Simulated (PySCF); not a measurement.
C4H6FIn, SMILES C=[CH][In]([F])[CH]=C.

Geometry: PBE-D3(BJ)/def2-SVP. The def2 effective core potentials stand for the cores of In; spin–orbit coupling is left out. One conformer was computed; it need not be the lowest.

All values below come from PBE-D3(BJ)/def2-SVP (PySCF).

Frequencies are harmonic and unscaled.

Computed vibrational spectrum:
```csv
mode,ν (cm⁻¹),IR (km/mol),moving atoms (share of kinetic energy)
1,48,1.0,"C 46 %, H 22 %, In 18 %, F 14 %"
2,55,0.1,"C 60 %, H 20 %, In 18 %"
3,82,0.1,"C 54 %, H 38 %"
4,109,13.9,"F 66 %, C 19 %, H 8 %"
5,154,4.3,"C 36 %, H 35 %, In 15 %, F 13 %"
6,236,6.5,"C 71 %, H 18 %"
7,282,12.4,"C 61 %, H 19 %, In 19 %"
8,421,2.1,"H 75 %, C 25 %"
9,463,52.7,"H 67 %, C 31 %"
10,467,4.5,"C 76 %, H 22 %"
11,524,54.5,"C 63 %, H 21 %, In 16 %"
12,557,53.4,"F 85 %, In 14 %"
13,942,28.1,"H 72 %, C 28 %"
14,946,3.8,"H 89 %, C 11 %"
15,956,7.8,"H 88 %, C 12 %"
16,959,16.4,"H 72 %, C 28 %"
17,1005,1.6,H 94 %
18,1006,31.0,H 94 %
19,1190,49.5,"H 71 %, C 29 %"
20,1199,1.9,"H 73 %, C 27 %"
21,1355,8.4,"H 85 %, C 15 %"
22,1368,7.3,"H 84 %, C 16 %"
23,1591,2.7,"C 86 %, H 14 %"
24,1603,3.8,"C 85 %, H 15 %"
25,3032,22.4,H 95 %
26,3034,19.7,H 95 %
27,3084,6.2,"H 91 %, C 9 %"
28,3089,10.1,"H 91 %, C 9 %"
29,3124,7.2,"H 90 %, C 10 %"
30,3133,2.3,"H 89 %, C 11 %"
```
